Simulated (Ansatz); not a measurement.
Molecule: InCl2, charge 1, multiplicity 1. 
Coordinates optimised at B3LYP-D3(BJ)/def2-TZVP (Ansatz, an electronic-structure program):
```xyz
3

In     0.0000     0.0000     0.0000
Cl     0.0000     0.0000    -2.2242
Cl     0.0000     0.0000     2.2242
```
Charge +1, spin multiplicity 1.

Basis-set convergence of Hartree-Fock and MP2 correlation energies (hartree) with Ansatz. Valence correlation only, unless marked. Spin-orbit coupling is left out. Frozen are the shells of the preceding noble gas and the d and f shells that filled before the atom's block. In def2 rows, elements after Kr have scalar-relativistic effective core potentials.

```csv
basis,functions,E(HF),"E(corr, MP2)"
def2-SVP,62,-1107.72806,-0.30100
def2-TZVPP,134,-1108.05743,-0.41447
def2-QZVPP,222,-1108.08470,-0.45562
```

Extrapolating the two largest sets (X = 3 and 4) as X^-3: E(corr) = (64·(-0.45562) - 27·(-0.41447))/37 = -0.4856 Eh, an estimate of the basis-set limit. The largest set recovers 93.8 % of it, the smallest 62.0 %.
